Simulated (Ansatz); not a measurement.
Redistribution: C2H5Br + CH4S → C2H6S + CH3Br

Species: C2H5Br (bromoethane) `CCBr`, singlet; CH4S (methanethiol) `CS`, singlet; C2H6S (ethanethiol) `CCS`, singlet; CH3Br (bromomethane) `CBr`, singlet. The partners trade Br for SH; both sit on C, so the bond types are kept.

Shapes, held fixed at every level: PBE0-D4/def2-TZVP. Flexible molecules stand in one conformer, not always the lowest. Programs: Ansatz 0.2.0. The zero-point and thermal change to 298 K, harmonic and unscaled (PBE0-D4/def2-TZVP), is -0.1 kJ/mol.

**What was measured.** Tabulated heats of formation (Active Thermochemical Tables, CRC Handbook of Chemistry and Physics): C2H5Br -63.1 (ATcT); CH4S -22.9 (CRC); C2H6S -46.1 (CRC); CH3Br -36.4 (ATcT) kJ/mol, which give ΔH(298 K) = +3.5 kJ/mol.

```csv
level,kind,ΔH (kJ/mol),computed − measured,CPU time (all species)
SPW92/def2-TZVPP,LDA,+3.7,+0.1,9.3 s
BHLYP-D4/def2-TZVPP,global hybrid,+3.7,+0.1,18 s
r2SCAN0-D4/def2-TZVPP,global hybrid,+3.9,+0.3,28 s
wB97M-V/def2-TZVPP,range-separated hybrid,+3.3,-0.3,61 s
MP2/def2-TZVPP,perturbation theory,+3.5,-0.1,–
CCSD(T)/def2-SVP,coupled cluster or CI,+1.4,-2.2,12 s
CCSD/def2-TZVPP,coupled cluster or CI,+3.4,-0.2,–
CCSD(T)/def2-TZVPP,coupled cluster or CI,+3.2,-0.3,2.2 min
```

All levels lie within 4 kJ/mol, near the uncertainty of the heats themselves, so they can't be ranked here. Relativity is left out for Br unless named. Correlated rows may include outer-core shells of Br, which these sets cover unevenly. Times are processor times on shared x86 and Arm servers, and rough.
